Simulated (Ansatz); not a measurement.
Two isomers of CH7NOSi: A = `CO[SiH2]N`, B = `NCO[SiH3]`.

Calculated with Ansatz (gas phase, PBE0-D4/def2-TZVP geometries, no zero-point term in ΔE). CCSD(T)/CBS is the MP2 limit (def2-TZVPP, def2-QZVPP) plus CCSD(T) − MP2 in def2-TZVPP, frozen cores. This one scheme is used for every species. Functionals use def2-TZVPP. B3LYP here is the variant with VWN-RPA as its local correlation; programs differ in this. One conformer a species, not always the lowest.

A:

```xyz
11

C    -0.154    0.985    1.414
O    -0.789    0.842    0.167
Si   -0.097    0.049   -1.096
N     0.234   -1.609   -0.864
H    -0.023    0.017    1.911
H     0.830    1.460    1.315
H    -0.778    1.617    2.049
H     1.223    0.668   -1.395
H    -1.088    0.216   -2.181
H     1.126   -1.938   -0.539
H    -0.484   -2.308   -0.780
```

B:

Z-matrix (Å, degrees):
```
C
O 1 1.428
N 1 1.417 2 112.7
H 1 1.096 2 109.0 3 -120.9
H 1 1.096 2 109.0 3 120.9
Si 2 1.643 1 123.3 3 179.9
H 3 1.012 1 111.2 2 60.4
H 3 1.012 1 111.2 2 -60.3
H 6 1.481 2 106.7 1 -179.9
H 6 1.491 2 111.1 1 -59.9
H 6 1.491 2 111.1 1 60.1
```

Problem. Which is lower in electronic energy at CCSD(T)/CBS, and by how much? (Estimate.)

Solution. The calculation gave: A, by 109.7 kJ/mol.

Problem. Give E(B) − E(A) in kJ/mol with HF/def2-TZVPP, PBE0-D4, B3LYP-D4, B2PLYP, r2SCAN-D4, B3LYP, MP2/def2-TZVPP. (Best estimate.)

Solution. Ansatz gave: HF/def2-TZVPP 106.5, PBE0-D4 102.5, B3LYP-D4 106.1, B2PLYP 107.2, r2SCAN-D4 105.9, B3LYP 104.6, MP2/def2-TZVPP 110.5. None reverses the order clearly.

Largest T1 diagnostic: 0.011.

From PBE to PBE0 (25 % exact exchange), in def2-TZVPP and without D4, E(B) − E(A) moves by +3.8 kJ/mol.
